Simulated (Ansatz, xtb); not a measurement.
**Relative energy of two isomers of C4H4BrN3**

We compare X, `Nc1cncnc1Br`, a singlet, with Y, `Cc1ncnc(Br)n1`, a singlet. Both are isolated molecules in the gas phase, relaxed with PBE0-D3(BJ)/def2-SVP; the shapes shown needn't be the lowest conformers.

X (Å):

```yaml
atoms:
  - { symbol: C, position_ang: [0.3567, -0.1934, 0.0392] }
  - { symbol: C, position_ang: [-0.8061, 0.5942, 0.1465] }
  - { symbol: C, position_ang: [0.2688, 2.1560, 1.3808] }
  - { symbol: C, position_ang: [1.4709, 0.3734, 0.6945] }
  - { symbol: Br, position_ang: [3.1303, -0.5559, 0.6243] }
  - { symbol: N, position_ang: [0.3846, -1.3926, -0.6009] }
  - { symbol: N, position_ang: [-0.8514, 1.7429, 0.8027] }
  - { symbol: N, position_ang: [1.4296, 1.5055, 1.3430] }
  - { symbol: H, position_ang: [1.2910, -1.7924, -0.8085] }
  - { symbol: H, position_ang: [-0.3677, -1.6172, -1.2363] }
  - { symbol: H, position_ang: [-1.7315, 0.2497, -0.3332] }
  - { symbol: H, position_ang: [0.2440, 3.1030, 1.9286] }
```

Y (Å):

```xyz
12

C    -0.0658   -1.5665    0.0082
C     0.2475   -0.1347    0.2729
C    -0.4049    1.9305    0.8782
C     1.7075    1.5649    0.3036
Br    3.4588    2.2032    0.0341
N    -0.7436    0.6651    0.6803
N     0.8100    2.4465    0.7073
N     1.5023    0.2825    0.0715
H    -0.8094   -1.9321    0.7281
H    -0.5106   -1.6564   -0.9966
H     0.8477   -2.1718    0.0361
H    -1.1908    2.6180    1.2139
```

Problem. Which of the two would you expect CCSD(T)/def2-SVP + ΔMP2/def2-TZVPP electronic energies to favour?

Solution. Too close to call at this level: CCSD(T)/def2-SVP + ΔMP2/def2-TZVPP gives E(Y) − E(X) = −7.85 kJ/mol.

Level by level:

| level | geometry | E(Y) − E(X) (kJ/mol) | departure from the last row (kJ/mol) | job, with rough time for the two |
| --- | --- | --- | --- | --- |
| GFN2-xTB | GFN2-xTB | −28.86 | −21.01 | optimisation, 0.17 s |
| HF/STO-3G | GFN2-xTB | −57.13 | −49.28 | single point, 0.58 s |
| r2SCAN-D4/def2-SVP | GFN2-xTB | +5.88 | +13.73 | single point, 4.5 s |
| PBE0-D3(BJ)/def2-SVP | PBE0-D3(BJ)/def2-SVP | +4.93 | +12.78 | optimisation, 71 s |
| HF/def2-SVP | PBE0-D3(BJ)/def2-SVP | −36.90 | −29.05 | part of the CCSD(T) run |
| MP2/def2-SVP | PBE0-D3(BJ)/def2-SVP | +1.23 | +9.08 | part of the CCSD(T) run |
| CCSD(T)/def2-SVP | PBE0-D3(BJ)/def2-SVP | −15.16 | −7.31 | single point |
| CCSD(T)/def2-SVP + ΔMP2/def2-TZVPP | PBE0-D3(BJ)/def2-SVP | −7.85 |  | single point, 1.9 min |

As drawn, Y has 1 C–C, 2 C∷N, 2 C–H in place of 1 C–N, 2 C∷C, 2 N–H (∷ is an aromatic bond).

r2SCAN-D4/def2-SVP, PBE0-D3(BJ)/def2-SVP put the two in the other order. MP2/def2-SVP finds them nearly level. The largest departure from CCSD(T)/def2-SVP + ΔMP2/def2-TZVPP is that of HF/STO-3G, 49.28 kJ/mol. The last row adds to CCSD(T) the change of the MP2 difference between the two basis sets, here +7.31 kJ/mol.

With thermal terms from frequencies at re-optimised GFN2-xTB minima (ideal gas, soft modes damped towards free rotors, one conformer each, 298.15 K, 1 atm): on the last row, ΔE + ΔZPE = −8.54, ΔH = −7.82, ΔG = −11.18 kJ/mol.

The correlated steps freeze 16 core orbitals; the filled d shell of Br is correlated, in a basis made for valence electrons. Run with Ansatz 0.2.0, xtb 6.7.1; the last row on 4 threads of Arm Neoverse V1 on a shared host.
